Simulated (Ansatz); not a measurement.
`C[CH2][Sn][NH2]` + H–F → `[NH2][Sn][F]` + `CC` at 600 K and 1 bar (ligand exchange at the Sn–C bond).

Program: Ansatz. Geometries: PBE0-D4/def2-TZVP. ΔE: electronic, gas phase. CBS: MP2 limit from def2 TZ/QZ plus the TZ coupled-cluster correction, frozen cores. This one scheme is used for every species. def2 core potentials past Kr. For Sn outer-core shells are correlated without core-valence functions, which leaves a few kJ/mol of doubt a bond. Each species was taken in one conformer, which may not be the lowest.

| species | CCSD(T)/CBS energy (Eh) | H − E (kJ/mol) | S (J/(mol·K)) |
| --- | --- | --- | --- |
| `C[CH2][Sn][NH2]` | -349.05917 | 293.8 | 441.8 |
| H–F | -100.39570 | 42.3 | 194.0 |
| `[NH2][Sn][F]` | -369.78999 | 106.4 | 349.7 |
| `CC` | -79.71954 | 228.8 | 274.9 |

H − E and S are ideal-gas, rigid-rotor, harmonic terms from PBE0-D4/def2-TZVP, for one conformer and one mirror image of each species. 1 Eh = 2625.50 kJ/mol, R = 8.31446 J/(mol·K).

Task: By hand: ΔE, ΔH, ΔS and ΔG.

Result: ΔE = (-369.78999) + (-79.71954) − (-349.05917) − (-100.39570) = -0.05466 Eh = -143.5 kJ/mol. Δ(H − E) = 106.4 + 228.8 − 293.8 − 42.3 = -0.9, so ΔH = -144.4 kJ/mol. ΔS = 349.7 + 274.9 − 441.8 − 194.0 = -11.2 J/(mol·K). ΔG = -144.4 − 600 × (-11.2)/1000 = -137.7 kJ/mol.

Task: By hand: the equilibrium constant, and the temperature at which ΔG would vanish if ΔH and ΔS stayed fixed.

Result: log₁₀ K = −ΔG/(RT ln 10) = 12.0. ΔG = 0 at ΔH/ΔS = 12893 K, far beyond where these terms or the molecules hold.

The number of gas molecules stays the same, so ΔS is small and ΔH decides. A doubt of 5 kJ/mol in ΔE shifts log₁₀ K by 0.4 here. Other conformers and mirror images would add mixing entropy, several J/(mol·K) or more a flexible species. Modes under 60 cm⁻¹, often nearly free rotors, make the harmonic entropy too high. These are equilibria of isolated gas molecules and say nothing of rates. Largest T1 diagnostic: 0.017 (customary marks: 0.02 for closed shells, 0.045 for open ones).
